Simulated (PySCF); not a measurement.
**Radial density of F²⁺ (fluorine, charge +2)**

UHF, [He] 2s2 2p3, high-spin 4S determinant. Computed with PySCF 2.14 in 6-31G* (3s2p1d, 14 functions), with the non-relativistic Hamiltonian (point nucleus).

```tsv
r (bohr)	4πr²ρ (e/bohr)	4πr²(ρα − ρβ)
0.00322	0.05435	0.0001
0.00541	0.1501	0.0003
0.00910	0.4001	0.0007
0.0153	1.007	0.0018
0.0258	2.370	0.0046
0.0433	4.892	0.0118
0.0729	8.214	0.0363
0.123	9.713	0.1515
0.206	6.824	0.6415
0.347	3.797	1.8333
0.583	5.210	3.2485
0.981	4.224	2.3428
1.65	0.7985	0.4178
2.78	0.04612	0.0273
4.67	1.179e-05	0.0000
```
